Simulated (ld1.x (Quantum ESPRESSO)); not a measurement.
**Reading a pseudo-wave (P (Z = 15))**

Columns: radius, all-electron u(r) and pseudo u(r) of the 3s shell (level -14.30 eV) of phosphorus in the configuration [Ne] 3s1.5 3p3.5; revPBE, scalar-relativistic, TM scheme, ld1.x (Quantum ESPRESSO) 7.5.

```tsv
r (bohr)	all-electron	pseudo
0.100	0.1181	0.0296
0.200	-0.1860	0.0609
0.300	-0.3557	0.0956
0.400	-0.3582	0.1354
0.500	-0.2520	0.1824
0.600	-0.0931	0.2380
0.700	0.0806	0.3034
0.800	0.2466	0.3780
0.900	0.3931	0.4594
1.000	0.5155	0.5429
1.100	0.6132	0.6218
1.200	0.6878	0.6895
1.300	0.7409	0.7410
1.400	0.7747	0.7747
1.500	0.7919	0.7919
1.600	0.7951	0.7951
1.700	0.7871	0.7871
1.800	0.7700	0.7700
1.900	0.7460	0.7460
2.000	0.7170	0.7170
2.100	0.6843	0.6843
2.200	0.6493	0.6493
2.300	0.6130	0.6130
2.400	0.5762	0.5762
2.500	0.5395	0.5395
2.600	0.5035	0.5035
```

Problem. How many radial nodes do the two functions have?

Solution. The all-electron 3s function has n − l − 1 = 2; the pseudo-wave has 0, since the states of the same l below it are removed with the core.

Problem. At about which radius was the pseudo-wave matched?

Solution. 1.45 bohr. The columns agree to 0.0005 from 1.30 bohr on; several derivatives are matched, so the curves merge somewhat inside the radius.

Problem. Is the pseudo-wave norm-conserving?

Solution. Yes: the TM scheme keeps the norm inside the radius equal to the all-electron one, which fixes the energy derivative of the logarithmic derivative at the level.
